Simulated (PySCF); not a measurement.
Species: C4H4F4O.
Atom-mapped SMILES: `[F:1][CH2:2][C@@H:3]1[O:4][C@@H:5]1[C:6]([F:7])([F:8])[F:9]` (hydrogens: H10, H11 on C2; H12 on C3; H13 on C5)

Structure optimised with GFN2-xTB, isolated species.

Task: What internal coordinates does the optimisation give?

Result: 
| bond | length (bohr) |
| --- | --- |
| F1–C2 | 2.587 |
| C2–C3 | 2.860 |
| C3–O4 | 2.633 |
| O4–C5 | 2.630 |
| C5–C6 | 2.870 |
| C6–F7, C6–F8, C6–F9 | 2.529 |
| C3–C5 | 2.783 |
| C2–H10 | 2.071 |
| C2–H11 | 2.065 |
| C3–H12 | 2.058 |
| C5–H13 | 2.056 |

Bonds in one row agree within 0.02 bohr and their mean is given. A selection of angles:
| angle | degrees |
| --- | --- |
| F1–C2–C3 | 108.7 |
| C2–C3–O4 | 118.6 |
| C2–C3–C5 | 124.1 |
| O4–C3–C5 | 58.0 |
| C3–O4–C5 | 63.8 |
| O4–C5–C6 | 117.7 |
| C3–C5–O4 | 58.1 |
| C3–C5–C6 | 122.4 |
| C5–C6–F7 | 110.8 |
| C5–C6–F8 | 113.6 |
| F7–C6–F8 | 107.2 |
| F7–C6–F9 | 106.4 |

Torsions: F1–C2–C3–O4 173° (antiperiplanar); C2–C3–O4–C5 -114° (anticlinal); C3–O4–C5–C6 113° (anticlinal); O4–C5–C6–F7 107° (anticlinal); C2–C3–C5–O4 105° (anticlinal).

O4 (epoxide oxygen) is bent (angle 63.8°). Of the pairs four or more bonds apart, F8···H11 is among the closest relative to their van der Waals radii: 2.37 Å, 89 % of the sum of Bondi's values. The C–C distances run from 1.473 Å (C3–C5, drawn single) to 1.519 Å (C5–C6, drawn single), a spread of 0.046 Å. The C–F distances run from 1.334 Å (C6–F8, drawn single) to 1.369 Å (F1–C2, drawn single), a spread of 0.035 Å. The 3-membered ring C3–O4–C5 has internal angles of 58.0° to 63.8°.

Point group: C1 (no symmetry element, even within 0.4 Å). Not checked by GFN2-xTB frequencies. The numbers are those of one conformer.

All values are computed, not measured.
